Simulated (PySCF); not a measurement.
Computed structure and properties of [OsO3(H2O)]2+

System: [OsO3(H2O)]2+ (singlet); start: displaced along the imaginary mode (Cs). Method: PySCF 2.14.0, RKS PBE0, Os def2-SVP with ECP60, O def2-SVP, H def2-SVP; non-relativistic Hamiltonian with scalar-relativistic core potentials where named; density fitting; no spin-orbit coupling.

Input of the relaxation:

```python
mol = gto.M(atom='''
Os     0.00000     0.15375     0.03511
O      1.57043    -0.47072    -0.25000
O      0.00000     1.81808    -0.02908
O     -1.57043    -0.47072    -0.25000
O     -0.00000    -2.35696     0.10254
H      0.00000    -2.98637     0.86167
H     -0.00000    -2.80524    -0.77966''',
    basis={'Os': 'def2-SVP', 'O': 'def2-SVP', 'H': 'def2-SVP'},
    ecp={'Os': 'def2-SVP'},
    charge=2, spin=0)
mf = dft.RKS(mol, xc='PBE0')
mf.grids.atom_grid = (50, 194)
mf = mf.density_fit()  # fitting sets: Os def2-universal-JKFIT, O def2-universal-JKFIT, H def2-universal-JKFIT
mf.conv_tol = 1e-08; mf.max_cycle = 55
mf.kernel(dm0)  # dm0: converged density of the start geometry
# quasi-Newton relaxation in Cartesian coordinates to a largest gradient under 0.00045 Eh/bohr, steps kept in the point group
```

Run from Python with OMP_NUM_THREADS=2; the lines above give its settings. Where DIIS fails, smearing, a level shift and second-order steps follow.
It took 45 s on 2 threads of Arm Neoverse V2 (shared host), from the converged density of the start.

Course of the relaxation:

```tsv
step	energy above end (eV)	largest force component within the symmetry (eV/Å)
0	4.1962	2.228
1	3.0760	3.329
2	2.3495	3.129
3	1.9808	3.813
4	1.4073	3.022
5	1.0256	3.185
6	0.6696	2.935
7	0.5449	2.815
11	0.0366	0.797
12	0.0098	0.636
13	0.0017	0.285
14	0.0007	0.158
15	0.0001	0.047
16	0.0000	0.019
```
(The steps between are left out.)

Relaxed geometry (Cs):

```xyz
7

Os    0.0000   -0.2846   -0.2934
O     1.3341    0.0714   -1.2088
O     0.0000    0.7319    1.0180
O    -1.3341    0.0714   -1.2088
O     0.0000   -2.2048    0.3388
H     0.0000   -2.4930    1.2915
H     0.0000   -3.0104   -0.2468
```

| contact | Å |
| --- | --- |
| Os1–O2 (O) | 1.657 |
| Os1–O3 (O) | 1.659 |
| Os1–O4 (O) | 1.657 |
| Os1–O5 (H2O) | 2.022 |

On the finer grid (75, 302):

```
HOMO                                                          : -23.11 eV
LUMO                                                          : -17.46 eV
Dipole about the centre of mass                               : 8.35 D
Set of Mulliken populations of Os1 outside the core potential : s 2.41, p 6.28, d 5.48, f 0.22
D3(BJ) dispersion energy (not in the energies)                : -0.125 eV
```

```tsv
atom	Mulliken (e)	Löwdin (e)	spin (e)
Os1	1.62	0.82	0.00
O2	-0.03	0.19	0.00
O3	-0.03	0.19	0.00
O4	-0.03	0.19	0.00
O5	-0.28	0.14	0.00
H6	0.37	0.24	0.00
H7	0.37	0.24	0.00
```

On the grid (50, 194), as all that follows. Harmonic modes: 1 unstable but soft, so probably a saddle point, though modes this soft are near the noise (counted below −25 cm⁻¹); lowest -38 cm⁻¹ (negative: unstable), highest 3513 cm⁻¹, zero-point energy 0.930 eV.

Rigid scan of O along the line from its metal:

(distance to O2 (Å), energy (eV)): (1.36, 5.201), (1.46, 1.876), (1.56, 0.384), (1.66, 0.000), (1.76, 0.261), (1.86, 0.873), (2.06, 2.489)

Taking off one H2O (charge 0, singlet; the rest: singlet) in vacuum, both parts rigid, costs 5.26 eV; the small basis without counterpoise inflates it. Parting with an electron moved from the ligand to the metal can be far cheaper, even downhill.

Rigid scan of H2O along the line from its metal:

```csv
distance to O5 (Å),energy (eV)
1.72,1.332
1.82,0.492
1.92,0.104
2.02,0.000
2.12,0.074
2.22,0.253
2.42,0.762
```

One start shape was tried, so this needn't be the lowest isomer.
